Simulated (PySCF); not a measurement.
## Radial density of Ba⁺ (barium, charge +1)

UHF, [Xe] 5d1, 2D determinant (an excited configuration). Calculation: PySCF 2.14, in aug-cc-pwCVTZ-X2C (11s10p8d4f, 109 functions); scalar relativity by spin-free X2C-1e.

```csv
r (bohr),4πr²ρ (e/bohr),4πr²(ρα − ρβ)
0.0272,66.54,-0.0012
0.0458,70.50,-0.0023
0.0770,95.75,0.0024
0.130,71.78,0.0177
0.218,81.79,0.0080
0.367,38.86,0.0041
0.617,33.06,0.0434
1.04,13.30,-0.0205
1.74,6.259,0.1841
2.93,1.419,0.3476
4.93,0.1213,0.1070
8.30,0.004443,0.0044
```

Densities and radii are taken from the X2C orbitals without a picture-change correction, which distorts them close to the nucleus.

Spin-orbit coupling, absent here, splits the open shell strongly.

Question: Where is the radial spin density 4πr²(ρα − ρβ) most negative, and why is it negative at all?

Answer: Around r = 1.04 bohr, down to -0.0205 e/bohr: exchange with the open shell polarises the paired shells in an unrestricted calculation.
